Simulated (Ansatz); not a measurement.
Breaking the Ga1–H2 bond in GaH3Se (SMILES [GaH2][SeH]) (multiplicity 1 held, fragments rigid). Energies count from the point at 1.561 Å.
Geometry at that point (charge 0, multiplicity 1):
```xyz
5

Ga     0.275     0.011    -1.153
H     -0.804    -0.576    -2.117
H      1.662     0.604    -1.556
Se    -0.304    -0.028     1.114
H      0.957     0.590     1.552
```

Restricted levels (R-, RO-) in cc, def2 and unpolarised 6-31G sets keep to the state of the molecule at rest. Unrestricted levels (U-) break spin symmetry where that is lower. Levels need not reach the same state.

Correlated levels freeze the cores. Filled d and f shells under p-block atoms count as core.

Codes used: Ansatz (a program for electronic structure) with Gaussian orbitals. 

Task: One of these levels gives 3.337 eV for the energy at R = 4.996 Å. Which?
A) U-HF/cc-pVDZ
B) U-MP2/cc-pVDZ
C) R-HF/cc-pVDZ
D) R-MP2/cc-pVDZ

Result: B, U-MP2/cc-pVDZ. The others give 6.799 (R-HF/cc-pVDZ), 2.782 (U-HF/cc-pVDZ), 4.801 (R-MP2/cc-pVDZ)

Doubts at one or more of the structures used: a restricted determinant that unrestricted orbitals would lower (R-HF/cc-pVDZ, R-MP2/cc-pVDZ); a spin-contaminated determinant (U-HF/cc-pVDZ, U-MP2/cc-pVDZ).
